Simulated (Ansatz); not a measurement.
MoNF3. The state is a singlet with charge 0. Geometry PBE-D4/def2-SVP.

```
atom   x (Å)   y (Å)   z (Å)
 Mo1   0.036   0.001  -0.025
  N2  -1.313  -0.034   0.908
  F3  -0.526   0.704  -1.645
  F4   0.586  -1.766  -0.130
  F5   1.218   1.095   0.892
```

In the def2 sets Mo takes a core potential; there is no spin–orbit coupling. LC-ωPBE has ω = 0.4 bohr⁻¹. The restricted singlet is unstable towards broken spin symmetry in Hartree–Fock (as tested in another run); at PBE-D4/def2-SVP, PBE-D4/def2-TZVP, r2SCAN-D4/def2-TZVP, r2SCANh-D4/def2-TZVP and others this wasn't settled.

**Question.** Estimate the orbital energies around the gap (eV) in Ansatz with PBE-D4/def2-SVP, PBE-D4/def2-TZVP, r2SCAN-D4/def2-TZVP, r2SCANh-D4/def2-TZVP, LC-ωPBE/def2-TZVP.

**Answer.** 
```tsv
orbital	PBE-D4/def2-SVP	PBE-D4/def2-TZVP	r2SCAN-D4/def2-TZVP	r2SCANh-D4/def2-TZVP	LC-ωPBE/def2-TZVP
HOMO−9	-12.16	-12.33	-12.82	-13.56	-17.22
HOMO−8	-11.70	-11.84	-12.34	-13.12	-16.96
HOMO−7	-11.70	-11.84	-12.34	-13.12	-16.96
HOMO−6	-10.89	-11.07	-11.59	-12.37	-16.10
HOMO−5	-10.72	-10.91	-11.41	-12.15	-15.77
HOMO−4	-10.72	-10.91	-11.41	-12.15	-15.77
HOMO−3	-10.57	-10.77	-11.28	-12.01	-15.55
HOMO−2	-8.28	-8.39	-8.77	-9.37	-12.82
HOMO−1	-8.28	-8.39	-8.77	-9.37	-12.81
HOMO	-8.18	-8.31	-8.72	-9.37	-12.81
LUMO	-4.09	-4.20	-4.20	-3.89	-0.98
LUMO+1	-4.09	-4.20	-4.20	-3.89	-0.98
LUMO+2	-2.04	-2.18	-2.11	-1.82	0.91
LUMO+3	-2.04	-2.18	-2.11	-1.82	0.91
LUMO+4	-1.26	-1.41	-0.97	-0.73	1.12
LUMO+5	-0.71	-0.85	-0.57	-0.36	1.88
```
